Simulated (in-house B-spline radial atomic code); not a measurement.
A fraction x of an electron is moved 3s → 3p in Ca IV (Ca3+), starting from [Ne] 3s2 3p5 and keeping the highest spin. All numbers are computed (non-relativistic r2SCAN, spin-polarised, spherical fractional occupations; point nucleus) with an all-electron radial atomic-structure program (B-spline basis), not measured.

```csv
x,E(x) - E(0) (eV),3s down level (eV),3p down level (eV)
0,0.0000,-79.363,-59.280
0.125,2.5100,-79.413,-59.335
0.25,?,?,?
0.375,?,?,?
0.5,10.0347,-79.548,-59.496
0.625,12.5405,-79.588,-59.548
0.75,15.0448,-79.626,-59.598
0.875,17.5475,-79.660,-59.646
1,20.0482,-,-59.693
```

Task: What belongs in the row x = 0.25?

Result: An energy change of 5.0193 eV; 3s down at -79.460 eV, 3p down at -59.390 eV.

Task: What belongs in the row x = 0.375?

Result: An energy change of 7.5276 eV; 3s down at -79.506 eV, 3p down at -59.444 eV.

Task: Check Janak's theorem between x = 0.5 and 0.625.

Result: The slope of the energy is 20.05 eV; the orbital levels give 20.05 eV (ε of the receiving orbital less ε of the emptying one, averaged over the two points).
